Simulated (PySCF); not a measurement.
**Structure and vertical S1–T1 gap**

Method: TDA CAM-B3LYP/def2-TZVPD excited states, vertical, gas phase in PySCF 2.14.0. Geometry: PBE0-D3(BJ)/def2-SVP.

Each molecule in one low-energy conformer.

(1) Order by vertical S1–T1 gap, lowest first.
A. C#CC(C)=C=CF
B. CC(=C=CF)C=O
C. CC(=C=CF)C#N

Results:

(1) B (0.52 eV), C (0.97 eV), A (1.29 eV).

All values:
| molecule | change | S1 (eV) | S1 from | f(S1) | T1 (eV) | T1 from | S1 − T1 (eV) | S0–T1 spin-orbit coupling (cm⁻¹) | S1–T1 spin-orbit coupling (cm⁻¹) |
| --- | --- | --- | --- | --- | --- | --- | --- | --- | --- |
| CC(=C=CF)C=O | H replaced by CHO | 3.78 | HOMO→LUMO | 0.000 | 3.26 | HOMO→LUMO | 0.52 | 49.85 | 0.36 |
| C#CC(C)=C=CF | H replaced by ethynyl | 4.73 | HOMO−1→LUMO | 0.001 | 3.44 | HOMO→LUMO | 1.29 | 0.18 | 5.16 |
| CC(=C=CF)C#N | H replaced by CN | 4.66 | HOMO→LUMO | 0.001 | 3.69 | HOMO−1→LUMO | 0.97 | 0.22 | 5.26 |
